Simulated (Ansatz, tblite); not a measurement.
Removing and adding an electron: Cu(NH3)(OH) (CuNOH4). The state is a singlet with charge 0. Geometry: r2SCAN-D4/def2-TZVP. Ansatz, gas phase; energy differences of separate SCF runs; the oxidised species was run as a doublet alone; the reduced species was run as a doublet alone.

Cartesian coordinates in Å:
```
Cu 0.320 0.607 0.095
N -0.361 -1.142 -0.246
H 0.339 -1.720 -0.707
H -1.179 -1.117 -0.850
H -0.629 -1.618 0.613
O 1.075 2.186 0.364
H 0.434 2.804 0.732
```

The xTB rows come from tblite. Correlated methods freeze 11 core orbitals. In CCSD on the charge 1 doublet the largest single amplitude is 0.35, so its Hartree–Fock determinant may place the open shell otherwise than the density functionals do.

(1) Estimate orbital energies and vertical ionisation energies and electron affinities at: GFN1-xTB; GFN2-xTB; PBE-D4/def2-TZVP; PBE-D4/def2-TZVPD; r2SCAN-D4/def2-TZVP; r2SCAN-D4/def2-TZVPD; PBE0-D4/def2-TZVP; PBE0-D4/def2-TZVPD; CCSD/def2-TZVPP; CCSD(T)/def2-TZVPP.

Answers

(1) 
```csv
level,−HOMO (eV),vertical IE (eV),−LUMO (eV),vertical EA (eV),HOMO–LUMO gap (eV),IE − EA (eV),remarks
GFN1-xTB,9.93,13.15,5.22,1.72,4.70,11.43,–
GFN2-xTB,8.55,12.90,1.71,-0.20,6.84,13.10,–
PBE-D4/def2-TZVP,4.03,7.91,1.33,–,2.71,–,–
PBE-D4/def2-TZVPD,4.30,–,1.64,-0.16,2.65,–,HOMO above zero (-1 doublet)
r2SCAN-D4/def2-TZVP,4.22,7.82,0.73,–,3.49,–,–
r2SCAN-D4/def2-TZVPD,4.44,–,1.05,-0.24,3.39,–,HOMO above zero (-1 doublet)
PBE0-D4/def2-TZVP,5.63,7.92,0.53,–,5.11,–,–
PBE0-D4/def2-TZVPD,5.84,–,0.94,-0.26,4.91,–,HOMO above zero (-1 doublet)
CCSD/def2-TZVPP,–,8.08,–,–,–,–,"large T1 (0.055) (+1 doublet), test for broken spin undecided (singlet)"
CCSD(T)/def2-TZVPP,–,8.19,–,–,–,–,"large T1 (0.055) (+1 doublet), test for broken spin undecided (singlet)"
```

Run but left out: HF/def2-TZVPP, MP2/def2-TZVPP (charge +1 doublet: a determinant that CCSD turns far, T1 0.055).   A HOMO above zero means that the electron is unbound at that level or that self-interaction error raises the level; the energy of removing that electron tells which. Raw xTB energy differences between charge states are shifted by several eV; the methods need an empirical correction for them. A negative affinity means that the extra electron isn't bound; its size then hangs on the basis.
